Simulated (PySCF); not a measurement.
## TlSe⁺ at M06

Computed with M06; PySCF, scalar-relativistic core potentials, basis sets Tl def2-SVP with ECP60, Se def2-SVP.

For TlSe⁺, the state is ³Σ⁻ (triplet), unpaired electrons π ↑↑, the bond length is 3.288 Å and the harmonic wavenumber is 87.1 cm⁻¹. The force constant is 0.257 mdyn/Å and the rotational constant Be is 0.02712 cm⁻¹. The anharmonicity ωexe is 0.361 cm⁻¹ and the vibration–rotation constant αe is 0.000138 cm⁻¹. The bond order (Mayer) is 0.35. The dipole moment (positive dipole points towards Se; it is taken about the centre of mass and depends on that origin) is -0.88 D.

These are scalar-relativistic numbers at best; spin–orbit coupling would shift them, the dissociation energy most. The state is the lowest determinant that a PBE0 search found; another state may lie lower at other levels.
